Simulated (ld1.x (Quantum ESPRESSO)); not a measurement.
# Building the PAW potential for oxygen (LDA (PZ), scalar-relativistic).

The input file (ld1.x (Quantum ESPRESSO) 7.5):

```
&input
   title='O', zed=8., rel=1, dft='PZ', iswitch=3,
   config='[He] 2s2 2p2 3d-2',
   nld=3, rlderiv=1.70, eminld=-6.0, emaxld=5.0, deld=0.02
 /
 &inputp
   pseudotype=3, lpaw=.true., tm=.true., lloc=-1, rcloc=1.50,
   nlcc=.true., new_core_ps=.true., rcore=0.45,
   which_augfun='BESSEL', rmatch_augfun=0.45,
   file_pseudopw='O.UPF', file_wfcaegen='ae.wfc', file_wfcncgen='nc.wfc', file_beta='beta', file_chi='chi', file_wfcusgen='us.wfc'
 /
5
2S  1  0   2.00   0.00  0.55  0.70  0.0
2S  1  0   0.00  -3.95  0.55  0.70  0.0
2P  2  1   2.00   0.00  1.20  1.55  0.0
2P  2  1   0.00  -2.55  1.20  1.55  0.0
3D  3  2  -2.00   0.10  1.40  1.50  0.0
 &test
   configts(1)='2s2 2p2'
 /
```

Command:

```bash
ld1.x < O.in > O.out
```

The program printed (shortened: banner, matrices, multipoles, cross overlaps and the repeated all-electron block are left out):

```
Program LD1 v.7.5

     !!!!!!!!!!!!!!!!!!! WARNING !!!!!!!!!!!!!!!!!!!!!!!
     Message from routine ld1_readin:
     US requires at least two energies per channel 3D
     !!!!!!!!!!!!!!!!!!!!!!!!!!!!!!!!!!!!!!!!!!!!!!!!!!!
     --------------------------- All-electron run ----------------------------

     O
     scalar relativistic calculation

     atomic number is  8.00
     dft =PZ   lsd =0 sic =0 latt =0  beta=0.20 tr2=1.0E-14
     Exchange-correlation= PZ
                           (   1   1   0   0   0   0   0)
     mesh =1095 r(mesh) =  99.04343 a.u. xmin = -7.00 dx = 0.01250
     1 Ry =  13.60569312 eV, c = 137.03599908

     n l     nl                  e(Ry)          e(Ha)          e(eV)
     1 0     1S 1( 2.00)       -40.7090       -20.3545      -553.8736
     2 0     2S 1( 2.00)        -4.2642        -2.1321       -58.0170
     2 1     2P 1( 2.00)        -3.1862        -1.5931       -43.3505

     final scf error:  4.6E-15 reached in  32 iterations

     Etot =    -145.353407 Ry,     -72.676704 Ha,   -1977.633852 eV

     Ekin =     144.984012 Ry,      72.492006 Ha,    1972.607976 eV
     Encl =    -330.152413 Ry,    -165.076207 Ha,   -4491.952422 eV
     Eh   =      53.356572 Ry,      26.678286 Ha,     725.953151 eV
     Exc  =     -13.541578 Ry,      -6.770789 Ha,    -184.242558 eV

     normalization and overlap integrals

     s(1S/1S) =  1.000000  <r> =   0.2005  <r2> =    0.0543  r(max) =   0.1298
     s(2S/2S) =  1.000000  <r> =   1.0337  <r2> =    1.2711  r(max) =   0.8357
     s(2P/2P) =  1.000000  <r> =   1.0006  <r2> =    1.2505  r(max) =   0.7375

     ------------------------ End of All-electron run ------------------------

     --------------------- Generating PAW atomic setup --------------------

      Generating local potential from pseudized AE potential:
      Matching radius rcloc =   1.5000

      Local pseudo, rcloc= 1.485 Estimated cut-off energy=    10.36 Ry

      Computing core charge for nlcc:

       r > 0.45 : true rho core
      Core charge pseudized with two Bessel functions
      Integrated core pseudo-charge :   0.87
      Wfc-us  2S rcutus= 0.702  Estimated cut-off energy=    86.31 Ry
      Wfc-us  2S rcutus= 0.702  Estimated cut-off energy=    86.73 Ry
      Wfc-us  2P rcutus= 1.561  Estimated cut-off energy=    33.39 Ry
      Wfc-us  2P rcutus= 1.561  Estimated cut-off energy=    40.45 Ry
      Wfc-us  3D rcutus= 1.485  Estimated cut-off energy=    48.47 Ry

     Required augmentation: BESSEL   radius:    0.450000
     Suggested rho cutoff for augmentation: 483.90 Ry

     Estimated PAW energy =  -36.471023 Ryd

     ------------------- End of pseudopotential generation -------------------

     Computing logarithmic derivative in   1.69355
     Computing logarithmic derivative in   1.69355
     Computing the partial wave expansion
     R is outside the sphere for l=    0 j= 0.00
     R is outside the sphere for l=    0 j= 0.00
     R is outside the sphere for l=    1 j= 0.00
     R is outside the sphere for l=    1 j= 0.00
     R is outside the sphere for l=    2 j= 0.00

     ---------------------- Testing the pseudopotential ----------------------

     O
     scalar relativistic calculation

     atomic number is  8.00   valence charge is  6.00
     dft = SLA  PZ   NOGX NOGC   lsd =0 sic =0 latt =0  beta=0.20 tr2=1.0E-14
     mesh =1095 r(mesh) =  99.04343 xmin = -7.00 dx = 0.01250

     n l     nl             e AE (Ry)        e PS (Ry)    De AE-PS (Ry)
     1 0     2S   1( 2.00)       -4.26417       -4.26417        0.00000
     2 1     2P   1( 2.00)       -3.18620       -3.18621        0.00000

     eps = 2.9E-15  iter =  3

     Etot =    -145.353407 Ry,     -72.676704 Ha,   -1977.633852 eV
     Etotps =   -36.471030 Ry,     -18.235515 Ha,    -496.213646 eV

     Ekin =      29.556092 Ry,      14.778046 Ha,     402.131113 eV
     Encl =     -66.797151 Ry,     -33.398576 Ha,    -908.821542 eV
     Ehrt =      14.311606 Ry,       7.155803 Ha,     194.719320 eV
     Ecxc =     -13.541577 Ry,      -6.770788 Ha,    -184.242536 eV
     (Ecc =      -1.956214 Ry,      -0.978107 Ha,     -26.615653 eV)

     ---------------------- End of pseudopotential test ----------------------
```

Generation and configuration tests took about 0.81 s on one core of a shared server CPU.
